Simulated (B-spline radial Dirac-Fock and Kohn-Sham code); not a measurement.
## Tb⁵⁺: input and output of one calculation

ΔSCF core binding energies without Breit or QED terms, calculated with a radial finite-basis atomic code. Keys: rel is the Hamiltonian (dirac, or spin-free x2c and nr, where L3 and M5 stand for the whole 2p and 3d shells), method is hf or an exchange,correlation pair (spin-unpolarised, also for the hole states), nuc the nuclear model, radius_factor scales its radius, rmax is the box in bohr, h the logarithmic mesh step, order the B-spline order, points the quadrature points per cell, c_factor scales the speed of light, and damp, ndamp, maxit and tol steer the iteration. The run stops when the commutator error falls below 10·tol·max(1, Z/10), or the numerical noise floor, and the energy has settled to about 1e-8 Ha; the virial ratio is −V/T.

Input (task.json):

```json
{"items": [{"Z": 65, "q": 5, "cfg": [[1, 0, 2], [2, 0, 2], [2, 1, 6], [3, 0, 2], [3, 1, 6], [3, 2, 10], [4, 0, 2], [4, 1, 6], [4, 2, 10], [4, 3, 7], [5, 0, 2], [5, 1, 5]], "A": 159, "rrms": 5.06, "do": "settings", "holes": ["K", "L3", "M5"],
  "settings": [{"rel": "dirac", "method": "hf", "nuc": "fermi", "radius_factor": 1.0, "rmax": 45.0, "h": 0.3, "order": 8, "points": 10, "c_factor": 1.0, "maxit": 60, "damp": 0.5, "ndamp": 3, "tol": 1e-08, "cfg": "1s2 2s2 2p6 3s2 3p6 3d10 4s2 4p6 4d10 4f7 5s2 5p7"}]}]}
```

Command: `python xray2_run.py task.json out`

The program stops without a result: overfilled shell.

Task: One setting is unsound. Which, and why?

Result: cfg puts more electrons in a shell than it can hold. With the default settings (Dirac Hartree-Fock): The ground state converged in 11 iterations, with total energy -11707.02077 Ha, virial ratio 1.91454 and highest orbital energy -83.08 eV. ΔSCF binding energies: K (1s) 52300.1 eV, L3 (2p3/2) 7611.8 eV, M5 (3d5/2) 1323.5 eV.
